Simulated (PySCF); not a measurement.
Species: C₅H₁₂GeO₂.
SMILES: `C[CH](C)[GeH]1[O]CC[O]1`

Computed, not measured: PySCF, TDDFT B3LYP/def2-SVPD, vertical, gas phase, core orbitals frozen in the response. Geometry: PBE0-D3(BJ)/def2-SVP, one conformer, isolated molecule. The B3LYP/def2-SVPD calculation is non-relativistic and has no spin–orbit coupling, an omission that weighs most on germanium.

Computed states:

| state | E (eV) | f |
| --- | --- | --- |
| S1 | 6.31 | 0.0009 |
| S2 | 6.42 | 0.0027 |
| S3 | 6.82 | 0.0048 |
| S4 | 6.88 | 0.0040 |
| S5 | 7.07 | 0.011 |
| S6 | 7.10 | 0.0051 |
| S7 | 7.20 | 0.0012 |
| S8 | 7.29 | 0.139 |
| S9 | 7.43 | 0.032 |
| S10 | 7.60 | 0.023 |

Broadening: Gaussians 0.25 eV wide at half height, area fixed by f = 4.319×10⁻⁹ ∫ε dν̃. The cross-section is σ = 3.8235×10⁻²¹ ε cm², given in Mb (10⁻¹⁸ cm²). The width is an assumption, not a result. The curve ends short of the highest state used, and states not computed would add to its high-energy end.

Q: What does the envelope look like, and where are its maxima?

A: 
E (eV), σ (Mb) and a bar:
```
     5.94       0.00 
     5.96       0.00 
     5.99       0.00 
     6.01       0.01 
     6.03       0.01 
     6.06       0.03 
     6.08       0.04 
     6.11       0.08 
     6.13       0.12 
     6.16       0.20 #
     6.18       0.27 #
     6.21       0.40 ##
     6.23       0.51 ##
     6.26       0.70 ###
     6.28       0.83 ###
     6.31       1.03 ####
     6.33       1.16 #####
     6.36       1.30 #####
     6.38       1.36 #####
     6.41       1.37 #####
     6.43       1.34 #####
     6.46       1.21 #####
     6.48       1.10 ####
     6.51       0.90 ####
     6.53       0.78 ###
     6.56       0.63 ###
     6.58       0.58 ##
     6.61       0.59 ##
     6.63       0.68 ###
     6.66       0.93 ####
     6.68       1.18 #####
     6.70       1.48 ######
     6.73       2.03 ########
     6.75       2.42 ##########
     6.78       3.00 ############
     6.80       3.36 #############
     6.83       3.83 ###############
     6.85       4.09 ################
     6.88       4.44 ##################
     6.90       4.69 ###################
     6.93       5.17 #####################
     6.95       5.62 ######################
     6.98       6.60 ##########################
     7.00       7.51 ##############################
```

Maxima: 194 nm (6.40 eV), ε about 360, made up of S1 (20%) and S2 (80%) (ε in L mol⁻¹ cm⁻¹; maxima over ε = 5, shares over 10%). At its high-energy end, 7.00 eV, the curve is still rising (ε about 2000, from S4, S5, S6 and S8).

Q: Does any computed singlet lie in the visible range?

A: No computed singlet lies in the visible range (380 to 750 nm); the lowest, at 196 nm, stands 3.05 eV above its violet end (3.26 eV).

Q: On this curve, what absorbance would a 10⁻³ mol/L sample give at 193 nm over a 1 cm path?

A: 193 nm is 6.424 eV, where ε is about 350 L mol⁻¹ cm⁻¹, so A = ε c l ≈ 0.35 (Beer–Lambert, with the gas-phase spectrum and the assumed width).

Q: Coming from long wavelengths, where does ε first pass 100 L mol⁻¹ cm⁻¹?

A: At about 200 nm (6.21 eV), 0.10 eV below S1.

All these states lie below the vertical ionisation energy of 9.27 eV (ΔSCF).

Hardware: one thread, INTEL XEON PLATINUM 8581C at 2.30 GHz (x86_64) (shared host). Cost: 6.9 min of wall time, 1.2 GiB resident at most.
